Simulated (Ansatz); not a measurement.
A run of Ansatz (development build ahead of 0.2.0) on singlet RuO4 at this shape:

| atom | x (Å) | y (Å) | z (Å) |
| --- | --- | --- | --- |
| Ru | 0.0000 | 0.0000 | 0.0000 |
| O | 0.9873 | 0.9873 | 0.9873 |
| O | 0.9873 | -0.9873 | -0.9873 |
| O | -0.9873 | 0.9873 | -0.9873 |
| O | -0.9873 | -0.9873 | 0.9873 |

Its results:

```
Converged                       : yes
Total energy                    : -395.83870 hartree
Spin squared of the determinant : 0.000
Stability test                  : minimum among restricted orbitals
```

Question: Which input gives this output? Name the method, the orbitals and the basis set, and write the input.

Answer: r²SCAN (restricted) in def2-TZVPP. The basis set brings a core potential for Ru, so the total leaves out those core electrons. An unrestricted run that stays on the closed shell gives the same numbers.

```yaml
crystal:
  periodic: [false, false, false]
  atoms:
    - { symbol: Ru, position_ang: [0.0, 0.0, 0.0] }
    - { symbol: O, position_ang: [0.98727, 0.98727, 0.98727] }
    - { symbol: O, position_ang: [0.98727, -0.98727, -0.98727] }
    - { symbol: O, position_ang: [-0.98727, 0.98727, -0.98727] }
    - { symbol: O, position_ang: [-0.98727, -0.98727, 0.98727] }
basis:
  gaussian: { orbitals: def2-TZVPP }
hamiltonian:
  xc: r2scan
```

Caution: other spin multiplicities were not run.
